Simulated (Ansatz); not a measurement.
`C[N]=[W]([NH2])([NH2])=[O]`, 13 atoms. Charge 0, multiplicity 1. Correlated methods include outer-core shells of W, which these sets cover unevenly. W: def2 effective core potential. All runs use 4 threads of an Intel Xeon Platinum 8259CL on a shared host. Correlated methods freeze the cores.

How many basis functions does each run have, and how long does it take in Ansatz? RKS LC-ωPBE/def2-TZVPP energy; RKS PBE0-D4/def2-TZVP relaxation (14 steps); RHF-MP2/def2-TZVPP energy; RHF-MP2/def2-QZVPP energy; RKS PBE0-D4/def2-SVP energy; RKS CAM-B3LYP-D4/def2-TZVPP energy; RKS ωB97M-V/def2-SVP energy; direct RPA on PBE orbitals/def2-TZVPP energy; RKS ωB97M-V/def2-QZVPP energy; RKS PBE0-D4/def2-TZVP frequencies; RKS ωB97M-V/def2-TZVPP energy and forces; RKS r2SCANh-D4/def2-TZVPP energy. (Best estimate.)

The calculation gave: Other jobs shared the machine, so times are rough.

```tsv
level	job	functions	wall time	peak host memory (GiB)
RKS PBE0-D4/def2-SVP	energy	137	1.9 s	0.37
RKS LC-ωPBE/def2-TZVPP	energy	309	6 s	0.67
RKS CAM-B3LYP-D4/def2-TZVPP	energy	309	6.5 s	1
RKS r2SCANh-D4/def2-TZVPP	energy	309	8 s	0.91
RKS ωB97M-V/def2-SVP	energy	137	9 s	0.51
RHF-MP2/def2-TZVPP	energy	309	10 s	0.94
direct RPA on PBE orbitals/def2-TZVPP	energy	309	16 s	1
RKS ωB97M-V/def2-TZVPP	energy and forces	309	19 s	1.3
RKS ωB97M-V/def2-QZVPP	energy	576	29 s	2.9
RHF-MP2/def2-QZVPP	energy	576	43 s	4.3
RKS PBE0-D4/def2-TZVP	relaxation (14 steps)	237	99 s	0.76
RKS PBE0-D4/def2-TZVP	frequencies	237	6.4 min	0.78
```

LC-ωPBE has ω = 0.4 bohr⁻¹.
